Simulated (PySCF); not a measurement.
Compound: C₁₀H₁₀O.
Numbering: `[CH2:1]=[CH:2][C@H:3]1[O:4][CH2:5][c:6]2[cH:7][cH:8][cH:9][cH:10][c:11]21`

NICS = −σ at a ghost point: NICS(0) at the centroid of the ring atoms, NICS(1) 1 Å to either side along the normal of their mean plane, zz for the tensor component along that normal. Level: GIAO PBE0/pcSseg-1 (PySCF, non-relativistic, gas phase) on the GFN2-xTB geometry, one conformer.

Ring bond lengths (Å), with Mayer bond orders in brackets: C3–O4 1.427 (0.89), O4–C5 1.420 (0.92), C5–C6 1.496 (1.05), C6–C11 1.388 (1.35), C11–C3 1.505 (1.04); C6–C7 1.380 (1.40), C7–C8 1.388 (1.44), C8–C9 1.386 (1.44), C9–C10 1.387 (1.43), C10–C11 1.379 (1.41), C11–C6 1.388 (1.35).

**Question.** Give the NICS values of each ring in ppm.

**Answer.** 
```json
{"ring": "C3–O4–C5–C6–C11", "type": "5-membered ring with O; formal bonds 1 aromatic, 4 single", "NICS(0)": "-2.9", "NICS(1), two faces": "-2.1 / -1.8", "NICS(1)zz, two faces": "-2.6 / -1.7", "rms pucker (Å)": "0.03", "centre to ring atoms, mean (Å)": "1.23"}
{"ring": "C6–C7–C8–C9–C10–C11", "type": "6-membered carbocycle; formal bonds all aromatic", "NICS(0)": "-8.6", "NICS(1), two faces": "-11.3 / -11.2", "NICS(1)zz, two faces": "-28.2 / -28.4", "rms pucker (Å)": "0.00", "centre to ring atoms, mean (Å)": "1.38"}
```

**Question.** What do they say, and how far can they be read as aromaticity?

**Answer.** 
- C3–O4–C5–C6–C11: mean NICS(1)zz -2.1 ppm, near zero. C3, C5 have four or more neighbours, and the NICS criterion for π rings isn't applied.
- C6–C7–C8–C9–C10–C11: mean NICS(1)zz -28.3 ppm, shielded. For a flat ring without four-coordinate atoms the NICS criterion counts such a value as aromatic, though in fused rings the probe also feels the neighbouring ring.

**Question.** What does the geometric index give? Use HOMA with the parameters of Krygowski (1993).

**Answer.** 
- C6–C7–C8–C9–C10–C11: HOMA 0.99 = 1 − EN − GEO, with mean bond length 1.385 Å, EN = α(Ropt − mean)² = 0.003 and GEO = α × variance = 0.004. The geometric and the magnetic index point the same way.

**Question.** What field does 11.7 T along the ring normal induce along that normal at the first NICS(1) probe listed for ring C6–C7–C8–C9–C10–C11, 1 Å off the ring?

**Answer.** NICSzz × B0 = -28.2 ppm × 11.7 T = -330 μT, against the applied field.

**Question.** What are the shieldings of the ring atoms and their hydrogens in the same run (means over atoms taken as equivalent)?

**Answer.** 
```json
{"atoms": "C3", "environment": "sp3 carbon bound to oxygen", "σ isotropic (ppm)": "93.7"}
{"atoms": "O4", "environment": "cyclic ether oxygen", "σ isotropic (ppm)": "284.1"}
{"atoms": "C5", "environment": "sp3 carbon bound to oxygen", "σ isotropic (ppm)": "108.6"}
{"atoms": "C6", "environment": "substituted aromatic carbon", "σ isotropic (ppm)": "41.2"}
{"atoms": "C7", "environment": "aromatic CH carbon", "σ isotropic (ppm)": "61.1"}
{"atoms": "C8", "environment": "aromatic CH carbon", "σ isotropic (ppm)": "54.0"}
{"atoms": "C9", "environment": "aromatic CH carbon", "σ isotropic (ppm)": "54.2"}
{"atoms": "C10", "environment": "aromatic CH carbon", "σ isotropic (ppm)": "58.3"}
{"atoms": "C11", "environment": "substituted aromatic carbon", "σ isotropic (ppm)": "38.5"}
{"atoms": "H on C3", "environment": "methine hydrogen", "σ isotropic (ppm)": "25.86"}
{"atoms": "H on C5", "environment": "methylene hydrogen", "σ isotropic (ppm)": "26.14"}
{"atoms": "H on C5", "environment": "methylene hydrogen", "σ isotropic (ppm)": "26.16"}
{"atoms": "H on C7", "environment": "aromatic hydrogen", "σ isotropic (ppm)": "24.24"}
{"atoms": "H on C8", "environment": "aromatic hydrogen", "σ isotropic (ppm)": "24.16"}
```

The list is cut; further classes of hydrogen are left out.

Conformer computed: `[CH2:1]=[CH:2][C@H:3]1[O:4][CH2:5][c:6]2[cH:7][cH:8][cH:9][cH:10][c:11]21`: C1–C2–C3–O4 139°.
